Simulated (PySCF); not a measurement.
O₂W, SMILES [W](=[O])=[O], multiplicity 1. Coordinates come from a PBE0-D3(BJ)/def2-TZVP optimisation. The spin state was assumed, not searched. The def2 effective core potentials stand for the cores of W; spin–orbit coupling is left out.

Method: PBE0-D3(BJ)/def2-TZVP (PySCF 2.14.0).

Harmonic wavenumbers (cm⁻¹): 381, 1045, 1104. Rotational constants (GHz): 17.47, 9.024, 5.951; symmetry number 2.

Work out the zero-point energy and the ideal-gas rigid-rotor harmonic-oscillator thermochemistry at 298.15 K and 1 atm.

ZPE = ½ Σ hcν = ½ × 2531 cm⁻¹ = 15.14 kJ/mol. H − E(el) = 26.06 kJ/mol. Entropy in J/(mol K): translation 175.78, rotation 91.95, vibration 4.91, total 272.63. G − E(el) = -55.23 kJ/mol. Cp = 42.11 J/(mol K).
